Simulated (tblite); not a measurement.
C4H12OSSi2.
SMILES with atom numbers: `[CH3:1][O:2][C@@H:3]1[C@@H:4]([SiH3:5])[Si@@H:6]1[S:7][CH3:8]` (hydrogens: H9, H10, H11 on C1; H12 on C3; H13 on C4; H14, H15, H16 on Si5; H17 on Si6; H18, H19, H20 on C8)

Computed with GFN2-xTB (tblite), gas phase: L-BFGS steps from a force-field or distance-geometry start until the largest atomic force falls under 0.01 eV/Å.

Step 11: E = -691.0030 eV
```
atom  x, y, z in Å  |  force x, y, z in eV/Å
C1     -0.6498    2.4932    0.6891    0.013   0.045   0.051
O2      0.1831    1.3638    0.5608   -0.080  -0.040  -0.200
C3     -0.2844    0.2250   -0.1121   -0.889   0.759  -0.107
C4     -1.0581   -0.8420    0.7296    0.046   0.272  -0.166
Si5    -2.5550   -1.7802    0.0834    0.042  -0.039   0.009
Si6     0.6592   -1.3389    0.1699    0.452  -0.503  -0.074
S7      2.3286   -1.0449    1.4212    0.291  -0.004   0.045
C8      3.2399    0.0195    0.2490    0.101   0.001   0.032
H9     -0.9563    2.9333   -0.2701    0.093  -0.267  -0.067
H10    -1.5512    2.3166    1.2861    0.021  -0.218  -0.015
H11    -0.0195    3.2109    1.2102   -0.055   0.151   0.064
H12    -0.7122    0.4205   -1.1021   -0.053   0.170   0.244
H13    -1.1073   -0.5572    1.7741   -0.043  -0.022   0.053
H14    -3.7964   -1.0315    0.3474    0.136  -0.098  -0.070
H15    -2.3874   -2.0430   -1.3600   -0.059   0.107   0.214
H16    -2.5409   -3.0680    0.8015   -0.127   0.146  -0.103
H17     0.9249   -1.9195   -1.1257    0.074  -0.443  -0.058
H18     3.5266   -0.5736   -0.6141    0.021   0.016   0.010
H19     2.6263    0.8622   -0.0547   -0.024  -0.060   0.125
H20     4.1246    0.3646    0.7710    0.040   0.025   0.011
```

Step 12: E = -691.0312 eV
```
atom  x, y, z in Å  |  force x, y, z in eV/Å
C1     -0.6488    2.4940    0.6909    0.000   0.047   0.035
O2      0.1815    1.3647    0.5594   -0.038  -0.009  -0.167
C3     -0.2969    0.2323   -0.1118   -0.587   0.452  -0.087
C4     -1.0541   -0.8383    0.7293    0.008   0.183  -0.134
Si5    -2.5521   -1.7794    0.0848    0.053  -0.001   0.022
Si6     0.6667   -1.3349    0.1642    0.172  -0.284  -0.053
S7      2.3305   -1.0472    1.4213    0.300   0.007   0.049
C8      3.2409    0.0185    0.2506    0.101   0.012   0.025
H9     -0.9535    2.9266   -0.2711    0.064  -0.214  -0.074
H10    -1.5500    2.3115    1.2854    0.002  -0.190   0.001
H11    -0.0214    3.2148    1.2113   -0.058   0.134   0.061
H12    -0.7151    0.4236   -1.1047   -0.108   0.196   0.223
H13    -1.1105   -0.5588    1.7766   -0.008  -0.020  -0.002
H14    -3.7944   -1.0335    0.3459    0.121  -0.080  -0.060
H15    -2.3889   -2.0411   -1.3563   -0.046   0.098   0.164
H16    -2.5441   -3.0660    0.7996   -0.112   0.112  -0.076
H17     0.9259   -1.9297   -1.1247    0.075  -0.427  -0.075
H18     3.5269   -0.5723   -0.6136    0.031   0.000  -0.003
H19     2.6269    0.8604   -0.0525   -0.039  -0.042   0.122
H20     4.1252    0.3657    0.7700    0.066   0.027   0.030
```

Step 13: E = -691.0800 eV
```
atom  x, y, z in Å  |  force x, y, z in eV/Å
C1     -0.6464    2.4929    0.6960   -0.035   0.046  -0.019
O2      0.1798    1.3674    0.5541    0.100   0.054  -0.062
C3     -0.3305    0.2539   -0.1147    0.040  -0.056  -0.067
C4     -1.0416   -0.8276    0.7304   -0.047  -0.060  -0.021
Si5    -2.5431   -1.7732    0.0906    0.086   0.091   0.055
Si6     0.6945   -1.3002    0.1391   -0.413  -0.141   0.004
S7      2.3461   -1.0593    1.4234    0.205   0.039  -0.022
C8      3.2469    0.0151    0.2568    0.117   0.047  -0.005
H9     -0.9446    2.8978   -0.2769   -0.030  -0.030  -0.083
H10    -1.5468    2.2874    1.2813   -0.037  -0.087   0.045
H11    -0.0283    3.2247    1.2140   -0.089   0.079   0.042
H12    -0.7387    0.4444   -1.1071   -0.217   0.238   0.160
H13    -1.1239   -0.5611    1.7860    0.118  -0.012  -0.203
H14    -3.7916   -1.0417    0.3386    0.068  -0.002  -0.019
H15    -2.3958   -2.0326   -1.3425    0.004   0.070  -0.022
H16    -2.5584   -3.0571    0.7913   -0.067  -0.011   0.024
H17     0.9310   -1.9772   -1.1190    0.046  -0.276   0.033
H18     3.5292   -0.5666   -0.6128    0.067  -0.041  -0.037
H19     2.6269    0.8527   -0.0408   -0.067   0.017   0.114
H20     4.1302    0.3711    0.7667    0.151   0.037   0.082
```

Q: Estimate the geometry and energy of step 14. (The exact step hangs on the optimiser's Hessian estimate; all steps are aligned on step 13, rigid shifts and turns removed.)

A: E = -691.0913 eV, largest force 0.396 eV/Å
```
atom  x, y, z in Å  |  force x, y, z in eV/Å
C1     -0.6467    2.4934    0.6967   -0.030   0.013  -0.030
O2      0.1807    1.3685    0.5512    0.109   0.069  -0.017
C3     -0.3369    0.2578   -0.1157    0.157  -0.117  -0.050
C4     -1.0412   -0.8251    0.7294   -0.016  -0.087   0.003
Si5    -2.5409   -1.7712    0.0922    0.064   0.073   0.040
Si6     0.6956   -1.2968    0.1340   -0.377  -0.115   0.037
S7      2.3536   -1.0610    1.4237    0.076   0.016  -0.092
C8      3.2504    0.0155    0.2577    0.109   0.051  -0.011
H9     -0.9434    2.8911   -0.2795   -0.051   0.010  -0.063
H10    -1.5468    2.2809    1.2810   -0.024  -0.060   0.035
H11    -0.0310    3.2278    1.2152   -0.105   0.055   0.023
H12    -0.7476    0.4533   -1.1039   -0.238   0.228   0.102
H13    -1.1245   -0.5613    1.7850    0.124  -0.001  -0.183
H14    -3.7897   -1.0436    0.3366    0.032   0.028  -0.005
H15    -2.3972   -2.0296   -1.3393    0.015   0.062  -0.063
H16    -2.5624   -3.0548    0.7896   -0.055  -0.034   0.044
H17     0.9329   -1.9919   -1.1175    0.030  -0.223   0.085
H18     3.5307   -0.5660   -0.6132    0.073  -0.023  -0.030
H19     2.6257    0.8512   -0.0363   -0.044   0.017   0.108
H20     4.1335    0.3726    0.7675    0.150   0.038   0.067
```

The energy changes by -0.0112 eV. The first-order estimate −F·Δx gives -0.0133 eV and the mean of the old and new forces, exact on a quadratic surface, -0.0112 eV. The step makes an angle of 55° with the force vector and moves no atom by more than 0.015 Å.

What follows is the cost of the whole relaxation. Time: 0.77 s wall. Hardware: one thread, AMD EPYC 9R45 (x86_64) (shared host).
